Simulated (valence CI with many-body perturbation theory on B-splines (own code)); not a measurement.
**Energy levels of Ca13+**

Calculated by configuration interaction combined with many-body perturbation theory (CI+MBPT): five valence electrons over a frozen Dirac-Fock core [He], radial functions for each j: 11 s, 11 p, 10 d, 8 f, 5 g, 2 h, with the one-electron correlation potential Σ1, the two-electron term Σ2, the three-electron term Σ3, Breit, model QED; selected CI, second order for the rest, scaled by the run's own slope (own B-spline code, finite nucleus).

No measured levels were compared; by estimate levels of excited configurations hold to 0.05 to 0.15 % of their energy, terms of the ground configuration to about 0.5 %. Among the levels kept, up to 5500 cm⁻¹ of a level comes from second order outside the variational space, and about a tenth of that is noise between levels of different J, which matters for small intervals.

Levels 136 to 180 of 194, with energies above the lowest level, 2s2 2p3 4S°_3/2. "Leading %" is the weight of the configuration and term that name the level; weights of strongly mixed levels are sums over their largest components and can fall short. In the jj column 3d3/2^4 stands for four electrons in 3d with j = 3/2. Lifetimes count E1, E2, E3, M1 and M2 decay at the calculated energies, and are blank where another channel may lead or the interval is too uncertain; long ones can be off by a factor of two.

```csv
No.,Configuration,Term,J,E (× 10³ cm⁻¹),Leading %,Lifetime,Leading jj
136,2s 2p3 3d,4F°,7/2,4578.7,87,13.8 ps,2s 2p1/2 2p3/2^2 3d3/2 (47 %)
137,2s 2p3 3d,4F°,9/2,4583.2,82,174 ps,2s 2p1/2 2p3/2^2 3d5/2 (70 %)
138,2s 2p3 3p,2S,1/2,4588.3,92,563 fs,2s 2p3/2^3 3p3/2 (28 %)
139,2s 2p3 3d,4G°,5/2,4589.5,92,43.3 ps,2s 2p1/2 2p3/2^2 3d3/2 (37 %)
140,2s 2p3 3d,4G°,7/2,4589.9,85,40.4 ps,2s 2p1/2 2p3/2^2 3d3/2 (34 %)
141,2s 2p3 3d,4G°,9/2,4590.7,79,245 ps,2s 2p1/2 2p3/2^2 3d5/2 (58 %)
142,2s 2p3 3d,4G°,11/2,4592.0,99,279 ps,2s 2p1/2 2p3/2^2 3d5/2 (99 %)
143,2s 2p3 3s,2P°,3/2,4596.9,92,1.40 ps,2s 2p3/2^3 3s (48 %)
144,2s 2p3 3s,2P°,1/2,4598.0,90,1.30 ps,2s 2p3/2^3 3s (49 %)
145,2s 2p3 3d,4D°,1/2,4606.5,95,506 fs,2s 2p1/2 2p3/2^2 3d3/2 (39 %)
146,2s 2p3 3d,4D°,3/2,4607.8,95,417 fs,2s 2p1/2 2p3/2^2 3d3/2 (38 %)
147,2s 2p3 3d,4D°,5/2,4609.6,95,323 fs,2s 2p1/2 2p3/2^2 3d5/2 (40 %)
148,2s 2p3 3d,4D°,7/2,4610.2,97,257 fs,2s 2p1/2 2p3/2^2 3d5/2 (60 %)
149,2s 2p3 3d,2S°,1/2,4613.1,93,2.20 ps,2s 2p1/2 2p3/2^2 3d5/2 (50 %)
150,2s 2p3 3d,2G°,9/2,4619.2,96,178 ps,2s 2p1/2 2p3/2^2 3d3/2 (58 %)
151,2s 2p3 3d,2G°,7/2,4619.4,95,13.3 ps,2s 2p1/2 2p3/2^2 3d5/2 (41 %)
152,2s 2p3 3d,4P°,5/2,4625.0,94,160 fs,2s 2p1/2 2p3/2^2 3d5/2 (43 %)
153,2s 2p3 3d,4P°,3/2,4629.5,82,189 fs,2s 2p1/2 2p3/2^2 3d3/2 (65 %)
154,2s 2p3 3d,4P°,1/2,4631.0,96,242 fs,2s 2p1/2 2p3/2^2 3d5/2 (41 %)
155,2s 2p3 3d,2P°,3/2,4637.4,77,344 fs,2s 2p1/2 2p3/2^2 3d5/2 (52 %)
156,2s 2p3 3p,2P,3/2,4641.7,57,2.44 ps,2s 2p1/2 2p3/2^2 3p1/2 (50 %)
157,2s 2p3 3p,2P,1/2,4641.7,69,2.46 ps,2s 2p1/2 2p3/2^2 3p3/2 (31 %)
158,2s 2p3 3d,2D°,5/2,4642.8,88,544 fs,2s 2p1/2 2p3/2^2 3d5/2 (36 %)
159,2s 2p3 3d,2P°,1/2,4642.9,94,364 fs,2s 2p1/2 2p3/2^2 3d5/2 (58 %)
160,2s 2p3 3d,4S°,3/2,4643.4,87,172 fs,2s 2p1/2 2p3/2^2 3d5/2 (51 %)
161,2s 2p3 3p,4P,5/2,4651.5,90,1.79 ps,2s 2p1/2 2p3/2^2 3p3/2 (54 %)
162,2s 2p3 3p,4P,1/2,4652.3,66,1.93 ps,2s 2p1/2 2p3/2^2 3p3/2 (31 %)
163,2s 2p3 3p,4P,3/2,4654.0,57,2.08 ps,2s 2p1/2 2p3/2^2 3p3/2 (43 %)
164,2s 2p3 3p,2F,5/2,4656.0,95,2.21 ps,2s 2p1/2 2p3/2^2 3p1/2 (56 %)
165,2s 2p3 3d,2D°,3/2,4658.6,95,383 fs,2s 2p1/2 2p3/2^2 3d5/2 (46 %)
166,2s 2p3 3p,2F,7/2,4661.8,97,2.49 ps,2s 2p1/2 2p3/2^2 3p3/2 (75 %)
167,2s 2p3 3d,2F°,7/2,4667.3,86,410 fs,2s 2p1/2 2p3/2^2 3d3/2 (40 %)
168,2s 2p3 3d,2F°,5/2,4669.1,78,296 fs,2s 2p1/2 2p3/2^2 3d5/2 (55 %)
169,2s 2p3 3d,4F°,9/2,4676.0,91,117 ps,2s 2p3/2^3 3d5/2 (56 %)
170,2s 2p3 3d,4F°,7/2,4676.8,81,2.27 ps,2s 2p1/2 2p3/2^2 3d5/2 (50 %)
171,2s 2p3 3d,4F°,5/2,4677.8,85,2.26 ps,2s 2p1/2 2p3/2^2 3d3/2 (37 %)
172,2s 2p3 3d,4F°,3/2,4678.3,97,8.06 ps,2s 2p1/2 2p3/2^2 3d3/2 (76 %)
173,2s 2p3 3d,4P°,1/2,4683.6,94,382 fs,2s 2p3/2^3 3d3/2 (50 %)
174,2s 2p3 3p,2D,3/2,4683.7,95,3.80 ps,2s 2p1/2 2p3/2^2 3p3/2 (45 %)
175,2s 2p3 3p,2D,5/2,4684.2,95,4.86 ps,2s 2p1/2 2p3/2^2 3p3/2 (56 %)
176,2s 2p3 3d,4P°,3/2,4686.6,84,498 fs,2s 2p1/2 2p3/2^2 3d3/2 (24 %)
177,2s 2p3 3d,4P°,5/2,4688.6,93,2.90 ps,2s 2p1/2 2p3/2^2 3d5/2 (59 %)
178,2s 2p3 3d,4D°,1/2,4699.4,97,233 fs,2s 2p1/2 2p3/2^2 3d3/2 (52 %)
179,2s 2p3 3d,4D°,3/2,4699.4,90,265 fs,2s 2p3/2^3 3d3/2 (27 %)
180,2s 2p3 3d,4D°,7/2,4700.3,89,418 fs,2s 2p3/2^3 3d5/2 (41 %)
```

Names give the largest LS component (configuration and term), which can be under half, so a name can repeat, a term be missing and a line seem to break the LS rules; names also repeat where a configuration has a term twice.
